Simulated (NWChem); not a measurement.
System: SiH₂O₂Cl₂; SMILES Cl[Si](O)(O)Cl

Parts of the log:

```
             Northwest Computational Chemistry Package (NWChem) 7.3.0
             --------------------------------------------------------

                             Geometry "geometry" -> ""
                             -------------------------

 Output coordinates in angstroms (scale by  1.889725989 to convert to a.u.)

  No.       Tag          Charge          X              Y              Z
 ---- ---------------- ---------- -------------- -------------- --------------
    1 O                    8.0000    -0.16837900     1.36707800    -1.22515800
    2 Si                  14.0000     0.00000000     0.00000000    -0.33451200
    3 O                    8.0000     0.16837900    -1.36707800    -1.22515800
    4 Cl                  17.0000    -1.68076000    -0.10061400     0.82232100
    5 Cl                  17.0000     1.68076000     0.10061400     0.82232100
    6 H                    1.0000     0.61860200     1.69335800    -1.67377500
    7 H                    1.0000    -0.61860200    -1.69335800    -1.67377500

 Effective nuclear repulsion energy (a.u.)     378.3282798804

  xc_inp: hfexch multiplicative factor not found.

                                 NWChem DFT Module
                                 -----------------

 Summary of "ao basis" -> "ao basis" (spherical)
 ------------------------------------------------------------------------------
       Tag                 Description            Shells   Functions and Types
 ---------------- ------------------------------  ------  ---------------------
 O                           6-31g*                  6       14   3s2p1d
 Si                          6-31g*                  8       18   4s3p1d
 Cl                          6-31g*                  8       18   4s3p1d
 H                           6-31g*                  2        2   2s

            General Information
            -------------------
          SCF calculation type: DFT
          Wavefunction type:  closed shell.
          No. of atoms     :     7
          No. of electrons :    66
           Alpha electrons :    33
            Beta electrons :    33
          Charge           :     0
          Spin multiplicity:     1
          Use of symmetry is: off; symmetry adaption is: off
          Maximum number of iterations: 150
          AO basis - number of functions:    86
                     number of shells:    40
          Convergence on energy requested:  1.00D-06
          Convergence on density requested:  1.00D-05
          Convergence on gradient requested:  5.00D-04

              XC Information
              --------------
                     Hartree-Fock (Exact) Exchange  1.000

      Superposition of Atomic Density Guess
      -------------------------------------

 Sum of atomic energies:       -1358.22364250

      Non-variational initial energy
      ------------------------------

 Total energy =   -1359.639178
 1-e energy   =   -2631.833895
 2-e energy   =     893.866438
 HOMO         =      -0.436952
 LUMO         =       0.039866

     ---------------------------------------------
      Total Density - Mulliken Population Analysis
     ---------------------------------------------

    Atom       Charge   Shell Charges
 -----------   ------   -------------------------------------------------------
    1 O    8     9.00   2.00  0.93  3.14  0.90  2.02  0.01
    2 Si  14    12.36   2.00  2.00  5.97  0.73  1.10  0.05  0.23  0.29
    3 O    8     9.00   2.00  0.93  3.14  0.90  2.02  0.01
    4 Cl  17    17.38   2.00  2.00  5.98  1.37  3.69  0.57  1.76  0.01
    5 Cl  17    17.38   2.00  2.00  5.98  1.37  3.69  0.57  1.76  0.01
    6 H    1     0.44   0.35  0.09
    7 H    1     0.44   0.35  0.09

   convergence    iter        energy       DeltaE   RMS-Dens  Diis-err
 ---------------- ----- ----------------- --------- --------- ---------
 d= 0,ls=0.0,diis     1  -1358.8697785827 -1.74D+03  8.76D-03  8.04D-01
 d= 0,ls=0.0,diis     2  -1358.9411721163 -7.14D-02  2.87D-03  2.23D-01
 d= 0,ls=0.0,diis     3  -1358.9631405795 -2.20D-02  7.32D-04  4.59D-03
 d= 0,ls=0.0,diis     4  -1358.9638485424 -7.08D-04  2.35D-04  2.94D-04
 d= 0,ls=0.0,diis     5  -1358.9639043117 -5.58D-05  6.13D-05  2.03D-05
  Resetting Diis
 d= 0,ls=0.0,diis     6  -1358.9639090876 -4.78D-06  2.41D-05  1.22D-06
 d= 0,ls=0.0,diis     7  -1358.9639095229 -4.35D-07  3.37D-06  4.89D-08

         Total DFT energy =    -1358.963909522882
      One electron energy =    -2633.827292817405
           Coulomb energy =      989.454067669207
    Exchange-Corr. energy =      -92.918964255064
 Nuclear repulsion energy =      378.328279880380

 Numeric. integr. density =        0.000000000000

                       DFT Final Molecular Orbital Analysis
                       ------------------------------------

 Vector   31  Occ=2.000000D+00  E=-4.830126D-01
              MO Center=  1.2D-12,  3.0D-13,  4.6D-01, r^2= 4.3D+00
   Bfn.  Coefficient  Atom+Function         Bfn.  Coefficient  Atom+Function
  ----- ------------  ---------------      ----- ------------  ---------------
    54      0.459478  4 Cl py                72      0.459478  5 Cl py
    58      0.250616  4 Cl py                76      0.250616  5 Cl py
     5     -0.177502  1 O  pz                37      0.177502  3 O  pz
    50     -0.177196  4 Cl py                68     -0.177196  5 Cl py
     9     -0.152186  1 O  pz                41      0.152186  3 O  pz

 Vector   32  Occ=2.000000D+00  E=-4.774696D-01
              MO Center= -1.4D-12, -8.8D-14,  7.2D-01, r^2= 4.1D+00
   Bfn.  Coefficient  Atom+Function         Bfn.  Coefficient  Atom+Function
  ----- ------------  ---------------      ----- ------------  ---------------
    54      0.501963  4 Cl py                72     -0.501963  5 Cl py
    58      0.286733  4 Cl py                76     -0.286733  5 Cl py
    50     -0.193916  4 Cl py                68      0.193916  5 Cl py
     3      0.085137  1 O  px                35     -0.085137  3 O  px
     7      0.069069  1 O  px                39     -0.069069  3 O  px

 Vector   33  Occ=2.000000D+00  E=-4.678680D-01
              MO Center= -7.1D-13, -4.3D-14,  7.5D-01, r^2= 4.1D+00
   Bfn.  Coefficient  Atom+Function         Bfn.  Coefficient  Atom+Function
  ----- ------------  ---------------      ----- ------------  ---------------
    55      0.369499  4 Cl pz                73     -0.369499  5 Cl pz
    53      0.359584  4 Cl px                71      0.359584  5 Cl px
    59      0.208071  4 Cl pz                77     -0.208071  5 Cl pz
    57      0.204135  4 Cl px                75      0.204135  5 Cl px
    51     -0.142429  4 Cl pz                69      0.142429  5 Cl pz

 Vector   34  Occ=0.000000D+00  E= 1.533474D-01
              MO Center=  7.2D-13, -6.9D-13, -9.2D-01, r^2= 5.4D+00
   Bfn.  Coefficient  Atom+Function         Bfn.  Coefficient  Atom+Function
  ----- ------------  ---------------      ----- ------------  ---------------
    24      1.465659  2 Si s                  6     -0.708802  1 O  s
    38     -0.708802  3 O  s                 84      0.493293  6 H  s
    86      0.493293  7 H  s                 56     -0.328056  4 Cl s
    74     -0.328056  5 Cl s                 57     -0.305026  4 Cl px
    75      0.305026  5 Cl px                59      0.237958  4 Cl pz

 Vector   35  Occ=0.000000D+00  E= 1.924215D-01
              MO Center= -8.4D-12, -3.6D-12, -9.4D-01, r^2= 5.9D+00
   Bfn.  Coefficient  Atom+Function         Bfn.  Coefficient  Atom+Function
  ----- ------------  ---------------      ----- ------------  ---------------
    26      0.881908  2 Si py                25      0.670875  2 Si px
     6     -0.667459  1 O  s                 38      0.667459  3 O  s
    84      0.525577  6 H  s                 86     -0.525577  7 H  s
    56      0.319525  4 Cl s                 74     -0.319525  5 Cl s
     7     -0.298292  1 O  px                39     -0.298292  3 O  px

[...]

                     NWChem Electrostatic Potential Fit Module
                     -----------------------------------------

 Atom parameters

 Number of atoms is                                    7
 Number of basis functions is                         86

 Grid parameters

 Maximum number of grid points is                  34312
 Number of grid points is                          34311
 Grid range                                     0.300000 nm
 Grid spacing                                   0.020000 nm
 Probe radius                                   0.070000 nm
 Atom radius factor                             1.000000

 Atomic radii

    1    0.100000
    8    0.136000
   14    0.187000
   17    0.169000
 FASTESP  F
  using M.O. file = ./job.movecs

    Atom              Coordinates                           Charge

                                                  ESP

    1 O    -0.016838    0.136708   -0.122516   -0.766833
    2 Si    0.000000    0.000000   -0.033451    1.166874
    3 O     0.016838   -0.136708   -0.122516   -0.766732
    4 Cl   -0.168076   -0.010061    0.082232   -0.278754
    5 Cl    0.168076    0.010061    0.082232   -0.278173
    6 H     0.061860    0.169336   -0.167378    0.461777
    7 H    -0.061860   -0.169336   -0.167378    0.461842
                                            ------------
                                                0.000000

 Dipole moment                                  0.973920

 Quadrupole moment Qxx                         -5.411382
                   Qyy                          5.730875
                   Qzz                         -0.319493

 RMS deviation kJ/mol                           0.076134

 RRMS %                                        23.225559
```

Level: Hartree-Fock/6-31G* (spherical d). Coordinates come from a PBE0/def2-SVP optimisation.

**Question.** Write an input that gives this output.

**Answer.** Several could match; the one computed here: the input that was run:
```
start job
memory heap 200 mb stack 900 mb global 1100 mb
geometry units angstroms noautosym nocenter noautoz
  O     -0.168379     1.367078    -1.225158
  Si     0.000000     0.000000    -0.334512
  O      0.168379    -1.367078    -1.225158
  Cl    -1.680760    -0.100614     0.822321
  Cl     1.680760     0.100614     0.822321
  H      0.618602     1.693358    -1.673775
  H     -0.618602    -1.693358    -1.673775
end
basis spherical
  * library 6-31g*
end
dft
  xc hfexch
  iterations 150
  mulliken
end
task dft energy
esp
  recalculate
  probe 0.07
  range 0.3
  factor 1.0
  spacing 0.02
end
task esp
```
